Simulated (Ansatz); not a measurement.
`BC(F)Br`. Total charge 0; spin multiplicity 1. Correlated methods include outer-core shells of Br, which these sets cover unevenly. Scalar relativity is left out up to krypton.

Z-matrix (Å, degrees):
```
B
Br 1 2.276
C 1 1.547 2 61.6
H 1 1.191 2 105.4 3 113.8
H 1 1.191 2 107.7 3 -112.9
F 3 1.333 1 121.4 2 -106.2
H 3 1.088 1 124.6 2 97.7
```

Problem. Give the diagnostics of a CCSD(T)/def2-TZVPP run (frozen core, Ansatz). (Estimate.)

Solution. Computed: T1 = 0.0113, largest single amplitude 0.022, largest double 0.031, (T) share of the correlation energy 3.6 %, 10 CCSD cycles. The RHF solution is stable towards an unrestricted one. T1 lies under the customary mark of 0.02 for closed shells.
